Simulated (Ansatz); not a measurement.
Consider the ligand exchange at the Si–N bond: `O[SiH](F)NBS` + CH₃OH → `CO[SiH](O)F` + `NBS`.

Calculated with Ansatz (gas phase, PBE0-D4/def2-TZVP geometries, no zero-point term in ΔE). CCSD(T)/CBS is the MP2 limit (def2-TZVPP, def2-QZVPP) plus CCSD(T) − MP2 in def2-TZVPP, frozen cores. This one scheme is used for every species. Functionals use def2-TZVPP. B3LYP here is the variant with VWN-RPA as its local correlation; programs differ in this. HSE06 is defined as in plane-wave codes. Each species was taken in one conformer, which may not be the lowest.

`O[SiH](F)NBS`:

Cartesian coordinates in Å:
```
O 1.351 1.292 1.287
Si 1.496 0.410 -0.067
F 2.158 1.242 -1.255
N -0.035 -0.073 -0.699
B -1.084 -0.644 0.047
S -2.619 -1.144 -0.766
H 0.681 1.977 1.324
H 2.401 -0.698 0.270
H -0.154 0.028 -1.699
H -0.959 -0.795 1.225
H -3.236 -1.596 0.335
```

CH₃OH:

Z-matrix (Å, degrees):
```
C
O 1 1.409
H 1 1.097 2 112.4
H 1 1.090 2 107.0 3 -118.5
H 1 1.097 2 112.4 3 123.0
H 2 0.959 1 108.5 3 -61.6
```

`CO[SiH](O)F`:

Cartesian coordinates in Å:
```
C -0.125 -1.566 0.404
O -0.535 -0.364 -0.214
Si 0.153 1.090 0.004
O -0.463 2.127 -1.076
F 1.728 0.921 -0.185
H -0.272 -1.524 1.488
H 0.928 -1.780 0.198
H -0.734 -2.377 0.004
H -0.056 1.654 1.346
H -0.625 1.818 -1.969
```

`NBS`:

```xyz
7

N     0.366    1.120    0.040
B    -0.008   -0.185   -0.263
S    -0.639   -1.276    1.045
H     0.314    1.525    0.960
H     0.719    1.748   -0.660
H     0.086   -0.586   -1.383
H    -0.837   -2.345    0.262
```

Question: Is it downhill or uphill in electronic energy at CCSD(T)/CBS, and by how much? (An estimate is asked.)

Answer: Computed: Downhill: ΔE = -0.54 eV.

Question: What do these levels give: r2SCANh-D4, r2SCAN0-D4, HSE06-D4, ωB97X-V, r2SCAN, PBE0, B3LYP, CAM-B3LYP, HF/def2-SVP, CCSD/def2-SVP, HF/CBS(def2), MP2/CBS(def2)? (Best estimate.)

Answer: Ansatz gave: r2SCANh-D4 -0.57, r2SCAN0-D4 -0.57, HSE06-D4 -0.52, ωB97X-V -0.57, r2SCAN -0.58, PBE0 -0.54, B3LYP -0.60, CAM-B3LYP -0.62, HF/def2-SVP -0.57, CCSD/def2-SVP -0.52, HF/CBS(def2) -0.64, MP2/CBS(def2) -0.55 eV.

Largest T1 diagnostic among the species: 0.012.

In def2-TZVPP, CCSD(T) changes the Hartree–Fock value by +0.09 eV (the triples alone add +0.01 eV) and MP2 by +0.09 eV. The D4 term adds +0.03 eV with B3LYP and +0.02 eV with PBE0; it sums over pairs of atoms, weighted by their polarisabilities, and B3LYP, whose exchange is more repulsive, gets the larger term.
